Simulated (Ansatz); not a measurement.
`COBF`, relaxed with RKS PBE-D4/def2-SVP in Ansatz from a rough embedded geometry. The force threshold is 0.03 eV/Å; the program also tests the step.

The species carries charge 0 and has multiplicity 1.

Start:

```xyz
8

C    -0.880    0.000   -0.437
O     0.230   -0.835   -0.332
B     1.153   -0.181    0.569
F     2.163    0.830    0.056
H    -1.444    0.085    0.492
H    -1.640   -0.551   -1.165
H    -0.691    0.981   -0.916
H     1.109   -0.329    1.732
```

(1) By how much does the energy fall, and how many steps does the optimiser take? (Estimate.)

(2) Which bonds change most? (Best estimate.)

(3) Give the relaxed structure. (Estimate.)

## Answers

(1) Ansatz gave: 133.76 kJ/mol, in 11 steps.

(2) Computed: B3–F4 from 1.518 to 1.335 Å; O2–B3 from 1.446 to 1.350 Å; C1–H6 from 1.187 to 1.109 Å; B3–H8 from 1.173 to 1.219 Å.

(3) The calculation gave: 
```xyz
8

C    -0.976    0.035   -0.472
O     0.438    0.036   -0.582
B     1.242   -0.038    0.499
F     2.560   -0.030    0.288
H    -1.313   -0.045    0.583
H    -1.388   -0.819   -1.047
H    -1.379    0.973   -0.908
H     0.816   -0.111    1.639
```
